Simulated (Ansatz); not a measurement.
Total energies of Al4P3 from Ansatz at r2SCAN0-D4/def2-TZVPD, gas phase (1 Eh = 27.2114 eV = 2625.5 kJ/mol). The reference geometry is relaxed at B3LYP-D4/def2-SVP.

```xyz
7

Al   -1.963   -0.073   -0.490
Al    2.887   -1.252    1.150
Al    0.415    1.104   -1.363
Al    0.222   -0.476    1.347
P    -1.557    1.108   -2.340
P     1.880    0.792    0.291
P    -1.883   -1.203    1.405
```

```json
{"state": "charge 0 doublet", "geometry": "reference", "energy (Eh)": "-1993.71177"}
{"state": "charge -1 singlet", "geometry": "reference", "energy (Eh)": "-1993.79992"}
{"state": "free Al atom (doublet)", "geometry": "–", "energy (Eh)": "-242.32812"}
{"state": "free P atom (quartet)", "geometry": "–", "energy (Eh)": "-341.23724"}
```

(1) Work out the vertical electron affinity, to the singlet.

(2) What is the binding energy per atom against free atoms?

(1) E(charge 0 doublet) − E(charge -1 singlet) = -1993.71177 − (-1993.79992) = 0.08815 Eh = 2.40 eV.

(2) Atoms: 4 × (-242.32812) + 3 × (-341.23724) = -1993.02420 Eh. Binding: -1993.02420 − (-1993.71177) = 0.68757 Eh = 18.71 eV, or 2.67 eV for each of 7 atoms (no zero-point energy, no counterpoise term).

The structure comes from a short search, and lower isomers may exist.
